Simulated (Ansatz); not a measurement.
Consider the substitution at a C–B bond: `C=CB(C=C)C=C` + `[NH2][GaH2]` → `C=C[NH][GaH2]` + `C=CBC=C`.

Program: Ansatz. Geometries: PBE0-D4/def2-TZVP. ΔE: electronic, gas phase. CBS: MP2 limit from def2 TZ/QZ plus the TZ coupled-cluster correction, frozen cores. DFT in def2-TZVPP. For Ga outer-core shells are correlated without core-valence functions, which leaves a few kJ/mol of doubt a bond. Scalar relativity is left out up to krypton. One conformer a species, not always the lowest.

| level | ΔE (kcal/mol) |
| --- | --- |
| B2PLYP | 9.0 |
| HF/CBS(def2) | 7.8 |

(1) What does CCSD(T)/CBS give? (Best estimate.)

Largest T1 diagnostic among the species: 0.014.

## Answers

(1) Ansatz gave: +11.5 kcal/mol. The listed levels differ from it by -2.5, -3.7 kcal/mol.

The D4 term adds +1.4 kcal/mol with B3LYP and +0.8 kcal/mol with PBE0; it sums over pairs of atoms, weighted by their polarisabilities, and B3LYP, whose exchange is more repulsive, gets the larger term. In def2-TZVPP, CCSD(T) changes the Hartree–Fock value by +3.2 kcal/mol (the triples alone add +0.3 kcal/mol) and MP2 by +3.4 kcal/mol.

B3LYP here is the variant with VWN-RPA as its local correlation; programs differ in this.
